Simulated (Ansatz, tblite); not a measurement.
Spin states of the cluster Al₂Cu (the lowest doublet isomer of a short search), each relaxed with PBE0-D4/def2-TZVP in Ansatz. Electronic energies in the gas phase.

The xTB rows come from tblite. LC-ωPBE has ω = 0.4 bohr⁻¹. Correlated methods freeze 19 core orbitals. The structure comes from a short search, and lower isomers may exist.

Doublet geometry (C2v within 0.1 Å):

```xyz
3

Al    0.9508    0.5501   -0.9174
Al    0.1985   -1.2790    0.6109
Cu   -1.1493    0.7289    0.3065
```

Quartet geometry (C2v within 0.1 Å):

Cartesian coordinates in Å:
```
Al 1.5117 -0.0163 -0.1440
Al -1.0565 -0.2731 -1.0562
Cu -0.4553 0.2894 1.2003
```

Run but left out: HF/STO-3G, HF/def2-TZVP, HF/def2-TZVPP, MP2/def2-TZVP, MP2/def2-TZVPP, CCSD/def2-TZVPP, CCSD(T)/def2-TZVPP (doublet: ⟨S²⟩ 1.73 to 2.89, where a pure state has 0.75).

Only these spin states were relaxed. Higher spins weren't run and may lie lower.

```
               level  quartet − doublet (kJ/mol)  lowest of these                                  remarks
            GFN1-xTB                       329.8          doublet                                        –
            GFN2-xTB                       199.6          doublet                                        –
    PBE-D4/def2-TZVP                       109.4          doublet                                        –
 revPBE-D4/def2-TZVP                       104.8          doublet                                        –
 r2SCAN-D4/def2-TZVP                        98.8          doublet                                        –
r2SCANh-D4/def2-TZVP                        91.2          doublet                                        –
   PBE0-D4/def2-TZVP                        86.4          doublet                                        –
  BHLYP-D4/def2-TZVP                        78.8          doublet                                        –
   LC-ωPBE/def2-TZVP                        66.5          doublet  spin-contaminated (⟨S²⟩ 0.94) (doublet)
    B2PLYP/def2-TZVP                       103.5          doublet                                        –
   RPA@PBE/def2-TZVP                        91.4          doublet                                        –
```

```
  state  donor atoms  mean metal–ligand distance (Å)  range (Å)  Mulliken spin on the metal (PBE0)
doublet            2                           2.437  2.44–2.44                               0.02
quartet            2                           2.402  2.40–2.40                               0.58
```

⟨S²⟩ at PBE0-D4/def2-TZVP: doublet 0.76 (pure 0.75), quartet 3.77 (pure 3.75). The unpaired electrons of the doublet sit mostly on the ligands. The unpaired electrons of the quartet sit mostly on the ligands.

Change of the quartet − doublet gap on mixing in exact exchange, in kJ/mol: PBE to PBE0 (25 % exact exchange) -23.0; r2SCAN to r2SCANh (10 % exact exchange) -7.6.

The xTB methods have no term that favours high spin, so they put low spin too low.
